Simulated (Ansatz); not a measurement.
Level of theory: B3LYP-D3(BJ)/def2-TZVP (Ansatz, a quantum-chemistry and plane-wave program). No frequencies were computed at this level.

Ansatz 0.2 input:
```yaml
crystal:
  periodic: [false, false, false]
  atoms:
    - { symbol: O, position_ang: [-1.271912, -1.237434, 0.198736] }
    - { symbol: Ga, position_ang: [0.107328, -0.20382, 0.012272] }
    - { symbol: O, position_ang: [1.676312, -0.926808, -0.024411] }
    - { symbol: O, position_ang: [0.035109, 1.535623, -0.144257] }
    - { symbol: H, position_ang: [-2.161471, -0.885103, 0.223021] }
    - { symbol: H, position_ang: [2.399894, -0.30643, -0.131085] }
    - { symbol: H, position_ang: [-0.785261, 2.023972, -0.134276] }
basis:
  gaussian: { orbitals: def2-tzvp }
hamiltonian:
  xc: b3lyp
  dispersion: d3bj
relax:
  max_steps: 150
```

Output:

```
Functional definition: B3LYP
988 factors; their error is unknown
mean field evaluation 1: about -58557.4359 eV, gradient 1.1e2 eV
mean field evaluation 2: about -58512.1155 eV, gradient 1.9e2 eV
mean field evaluation 4: about -58574.1437 eV, gradient 1.0e1 eV
mean field evaluation 8: about -58574.4574 eV, gradient 3.0e-1 eV
mean field evaluation 16: about -58574.4575 eV, gradient 6.2e-6 eV
mean field -58574.45754094 eV, -2152.5716114361 hartree, gradient 6.2e-6 eV, S^2 0.000000; 0 other end points of the search recorded, 0 dependent functions left out
reference -58574.45776803 eV, -2152.5716197817 hartree; 29, 29 occupied and 130, 130 virtual orbitals, 988 factors
relax step   1: F+E_penalty+E_count = -58574.62020689 eV  Δ(F+E_penalty+E_count) = +0.000e0 eV  max|allowed force component| = 1.178e0 eV/Å  Δτ_max = 0.0000 Å  (28 SCF iters, accepted)
these checks for a lower state are left out or cut short: starts, cluster_reference, orbital_swaps, neighbouring_geometries, increment
988 factors; their error is unknown
mean field -58574.53129572 eV, -2152.5743218745 hartree, gradient 1.6e-5 eV, S^2 0.000000; 0 other end points of the search recorded, 0 dependent functions left out
reference -58574.53152376 eV, -2152.5743302546 hartree; 29, 29 occupied and 130, 130 virtual orbitals, 988 factors
relax step   2: F+E_penalty+E_count = -58574.69270105 eV  Δ(F+E_penalty+E_count) = -7.249e-2 eV  max|allowed force component| = 6.475e-1 eV/Å  Δτ_max = 0.0268 Å  (33 SCF iters, accepted)
these checks for a lower state are left out or cut short: starts, cluster_reference, orbital_swaps, neighbouring_geometries, increment
988 factors; their error is unknown
mean field -58574.56756267 eV, -2152.5756546602 hartree, gradient 1.7e-5 eV, S^2 0.000000; 0 other end points of the search recorded, 0 dependent functions left out
reference -58574.56779150 eV, -2152.5756630697 hartree; 29, 29 occupied and 130, 130 virtual orbitals, 988 factors
relax step   3: F+E_penalty+E_count = -58574.72807159 eV  Δ(F+E_penalty+E_count) = -3.537e-2 eV  max|allowed force component| = 1.379e-1 eV/Å  Δτ_max = 0.0318 Å  (31 SCF iters, accepted)
these checks for a lower state are left out or cut short: starts, cluster_reference, orbital_swaps, neighbouring_geometries, increment
988 factors; their error is unknown
mean field evaluation 32: about -58574.4080 eV, gradient 6.1e-3 eV
mean field -58574.56372158 eV, -2152.5755135029 hartree, gradient 1.7e-5 eV, S^2 0.000000; 0 other end points of the search recorded, 0 dependent functions left out
reference -58574.56395050 eV, -2152.5755219153 hartree; 29, 29 occupied and 130, 130 virtual orbitals, 988 factors
relax step   4: F+E_penalty+E_count = -58574.72439399 eV  Δ(F+E_penalty+E_count) = +3.678e-3 eV  max|allowed force component| = 5.278e-1 eV/Å  Δτ_max = 0.0192 Å  (33 SCF iters, rejected (line search))
these checks for a lower state are left out or cut short: starts, cluster_reference, orbital_swaps, neighbouring_geometries, increment
988 factors; their error is unknown
mean field -58574.57056329 eV, -2152.5757649308 hartree, gradient 1.6e-5 eV, S^2 0.000000; 0 other end points of the search recorded, 0 dependent functions left out
reference -58574.57079206 eV, -2152.5757733383 hartree; 29, 29 occupied and 130, 130 virtual orbitals, 988 factors
relax step   5: F+E_penalty+E_count = -58574.73116432 eV  Δ(F+E_penalty+E_count) = -3.093e-3 eV  max|allowed force component| = 7.898e-2 eV/Å  Δτ_max = 0.0093 Å  (32 SCF iters, accepted)
these checks for a lower state are left out or cut short: starts, cluster_reference, orbital_swaps, neighbouring_geometries, increment
988 factors; their error is unknown
mean field -58574.57321552 eV, -2152.5758623986 hartree, gradient 1.7e-5 eV, S^2 0.000000; 0 other end points of the search recorded, 0 dependent functions left out
reference -58574.57344402 eV, -2152.5758707957 hartree; 29, 29 occupied and 130, 130 virtual orbitals, 988 factors
relax step   6: F+E_penalty+E_count = -58574.73431228 eV  Δ(F+E_penalty+E_count) = -3.148e-3 eV  max|allowed force component| = 4.573e-2 eV/Å  Δτ_max = 0.0401 Å  (31 SCF iters, accepted)
these checks for a lower state are left out or cut short: starts, cluster_reference, orbital_swaps, neighbouring_geometries, increment
988 factors; their error is unknown
mean field -58574.57336686 eV, -2152.5758679604 hartree, gradient 1.6e-5 eV, S^2 0.000000; 0 other end points of the search recorded, 0 dependent functions left out
reference -58574.57359517 eV, -2152.5758763506 hartree; 29, 29 occupied and 130, 130 virtual orbitals, 988 factors
relax step   7: F+E_penalty+E_count = -58574.73467815 eV  Δ(F+E_penalty+E_count) = -3.659e-4 eV  max|allowed force component| = 3.142e-3 eV/Å  Δτ_max = 0.0170 Å  (33 SCF iters, accepted)
988 factors; their error is unknown
mean field evaluation 64: about -58574.5734 eV, gradient 1.6e-5 eV
mean field -58574.57336686 eV, -2152.5758679604 hartree, gradient 1.6e-5 eV, S^2 0.000000; 1 other end points of the search recorded, 0 dependent functions left out
reference -58574.57359517 eV, -2152.5758763506 hartree; 29, 29 occupied and 130, 130 virtual orbitals, 988 factors
Total energy: -58574.73490646 eV, -2152.5818044311 hartree
Atom 0 at    -1.297499    -1.268393     0.202517 Å, force    -0.001685     0.001199     0.000066 eV/Å
Atom 1 at     0.113269    -0.193112     0.010330 Å, force     0.000945     0.000111    -0.000202 eV/Å
Atom 2 at     1.716223    -0.961393    -0.024612 Å, force     0.000180    -0.000721     0.000105 eV/Å
Atom 3 at     0.034643     1.591337    -0.149069 Å, force    -0.003142     0.000844     0.000225 eV/Å
Atom 4 at    -2.145175    -0.813964     0.216575 Å, force     0.001571    -0.000354    -0.000091 eV/Å
Atom 5 at     2.428732    -0.322348    -0.130471 Å, force     0.000129     0.000145    -0.000048 eV/Å
Atom 6 at    -0.850195     1.967871    -0.125270 Å, force     0.002001    -0.001223    -0.000055 eV/Å
Dipole moment:    -0.345273     0.452348    -0.018821 e Å
```

Cost: roughly 60 core-seconds.
